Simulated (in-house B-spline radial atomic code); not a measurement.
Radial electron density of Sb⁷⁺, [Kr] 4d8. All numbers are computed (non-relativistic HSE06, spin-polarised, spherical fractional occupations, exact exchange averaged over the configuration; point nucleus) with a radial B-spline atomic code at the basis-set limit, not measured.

Columns: r (bohr), 4πr²n(r) (electrons per bohr), bar.

```
 0.00151    2.295 #
 0.00183    3.263 ##
 0.00222    4.614 ##
 0.00269    6.458 ###
 0.00326     8.95 #####
 0.00395    12.25 #######
 0.00478    16.48 #########
  0.0058    21.88 ############
 0.00703    28.37 ###############
 0.00852    35.83 ###################
  0.0103    43.76 #######################
  0.0125    51.71 ############################
  0.0152    58.52 ###############################
  0.0184    62.85 #################################
  0.0223    64.06 ##################################
   0.027    62.16 #################################
  0.0328    58.55 ###############################
  0.0397    56.16 ##############################
  0.0481    57.94 ###############################
  0.0583    65.17 ###################################
  0.0707    75.38 ########################################
  0.0857    82.59 ############################################
   0.104    81.24 ###########################################
   0.126    71.65 ######################################
   0.153    61.51 #################################
   0.185    59.82 ################################
   0.224    65.97 ###################################
   0.272    68.84 #####################################
    0.33    58.21 ###############################
   0.399    38.76 #####################
   0.484    23.89 #############
   0.587    21.17 ###########
   0.711     23.9 #############
   0.862    22.47 ############
    1.05    15.29 ########
    1.27    7.676 ####
    1.54    2.762 #
    1.86   0.7243 
    2.26   0.1215 
    2.74  0.01258 
    3.32 0.0007108
```

On this grid the curve has 4 maxima, near 0.0223, 0.0857, 0.272, 0.711 bohr.

The 4p up radial function P(r) = rR(r), positive near the nucleus:

```
r (bohr)         P
 0.00151  0.001442
 0.00222   0.00306
 0.00326  0.006425
 0.00478   0.01329
 0.00703   0.02712
  0.0103   0.05352
  0.0152    0.1027
  0.0223    0.1835
  0.0328    0.2998
  0.0481    0.4211
  0.0707     0.456
   0.104    0.2534
   0.153   -0.2359
   0.224   -0.6749
    0.33   -0.4441
   0.484    0.5224
   0.711     1.243
    1.05    0.9609
    1.54    0.3309
    2.26   0.04378
    3.32  0.001497
```
